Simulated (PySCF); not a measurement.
Species: (H3Sn)2CH2, CH8Sn2.
Bonds: Sn1–C5, C5–Sn6. Hydrogens: H2, H3, H4 on Sn1; H10, H11 on C5; H7, H8, H9 on Sn6.

Method: PySCF 2.14.0, PBE0-D3(BJ)/def2-SVP geometry optimisation, gas phase, def2 core potentials past Kr; density fitting, grid level 1; the optimiser is geomeTRIC in internal coordinates, started from a GFN2-xTB structure with every atom displaced at random (about 0.03 Å).

Step 0: E = -12826.4486 eV
```
atom  x, y, z in Å  |  force x, y, z in eV/Å
Sn1     1.3525    0.8522    0.9409   -1.154   0.860  -1.145
H2      1.7131    2.5139    0.9715    0.122   0.274  -0.002
H3      0.6914    0.4951    2.4063   -0.340  -0.399   0.939
H4      2.7401    0.0368    0.5946    0.755  -0.637  -0.211
C5     -0.2133    0.6021   -0.6155   -0.740   0.123   3.046
Sn6    -1.1826   -1.2840   -0.5871    0.399  -0.085   0.724
H7     -0.0663   -2.5428   -0.3659    0.270  -0.204   0.069
H8     -1.9036   -1.5295   -2.0379   -0.667  -0.199  -1.064
H9     -2.2892   -1.3722    0.6973   -0.188   0.057   0.143
H10     0.2530    0.7666   -1.5236    1.101   0.419  -2.449
H11    -0.9971    1.3763   -0.4498    0.442  -0.208  -0.050
```

Step 1: E = -12826.7011 eV
```
atom  x, y, z in Å  |  force x, y, z in eV/Å
Sn1     1.3061    0.8873    0.9194    0.175   0.146   0.312
H2      1.7200    2.5660    0.9714    0.019  -0.149   0.024
H3      0.6247    0.4559    2.4606    0.208  -0.007  -0.261
H4      2.7254   -0.0294    0.5320   -0.250   0.086   0.128
C5     -0.1885    0.6301   -0.5907   -0.059  -0.234   0.012
Sn6    -1.1678   -1.2989   -0.5729   -0.010  -0.119  -0.302
H7     -0.0101   -2.5632   -0.3391   -0.076   0.149  -0.035
H8     -1.9745   -1.5772   -2.0975    0.136   0.069   0.371
H9     -2.2832   -1.3649    0.7349    0.015   0.038  -0.093
H10     0.2957    0.8034   -1.5633   -0.109  -0.016  -0.059
H11    -0.9498    1.4054   -0.4239   -0.049   0.036  -0.096
```

Step 2: E = -12826.7283 eV
```
atom  x, y, z in Å  |  force x, y, z in eV/Å
Sn1     1.3073    0.8986    0.9281   -0.081   0.084  -0.034
H2      1.7451    2.5598    0.9947    0.015  -0.023   0.000
H3      0.6543    0.4516    2.4555    0.061  -0.039  -0.055
H4      2.7002   -0.0319    0.5534   -0.052  -0.016   0.040
C5     -0.1995    0.6255   -0.5978    0.148  -0.031   0.063
Sn6    -1.1645   -1.2994   -0.5789    0.010  -0.052  -0.082
H7     -0.0002   -2.5405   -0.3444    0.013   0.018  -0.008
H8     -1.9700   -1.5818   -2.0754    0.012   0.024   0.091
H9     -2.2813   -1.3573    0.7203   -0.027   0.013  -0.015
H10     0.2739    0.7919   -1.5800   -0.072  -0.009   0.059
H11    -0.9673    1.3980   -0.4446   -0.027   0.031  -0.058
```

Task: Estimate the geometry and energy of step 3. (The exact step hangs on the optimiser's Hessian estimate; all steps are aligned on step 2, rigid shifts and turns removed.)

Result: E = -12826.7326 eV, largest force 0.061 eV/Å
```
atom  x, y, z in Å  |  force x, y, z in eV/Å
Sn1     1.2981    0.9060    0.9243   -0.006   0.059  -0.015
H2      1.7576    2.5579    1.0011    0.009   0.008  -0.004
H3      0.6597    0.4398    2.4437   -0.005  -0.031   0.041
H4      2.6718   -0.0460    0.5564    0.030  -0.036   0.001
C5     -0.2002    0.6288   -0.5959    0.015   0.033  -0.012
Sn6    -1.1564   -1.2992   -0.5769    0.024  -0.020   0.045
H7      0.0182   -2.5285   -0.3424    0.011   0.001  -0.001
H8     -1.9649   -1.5817   -2.0596   -0.037  -0.002  -0.041
H9     -2.2809   -1.3538    0.7163   -0.008   0.000  -0.003
H10     0.2676    0.7905   -1.5802   -0.021  -0.006   0.025
H11    -0.9726    1.4009   -0.4560   -0.012  -0.006  -0.035
```

The energy changes by -0.0043 eV. The first-order estimate −F·Δx gives -0.0082 eV and the mean of the old and new forces, exact on a quadratic surface, -0.0043 eV. The step makes an angle of 59° with the force vector and moves no atom by more than 0.032 Å.

What follows is the cost of the whole optimisation. On an AMD EPYC 7B13 with one thread, no GPU, on a shared host, this took 33 s wall and 0.43 GiB of memory at its peak.
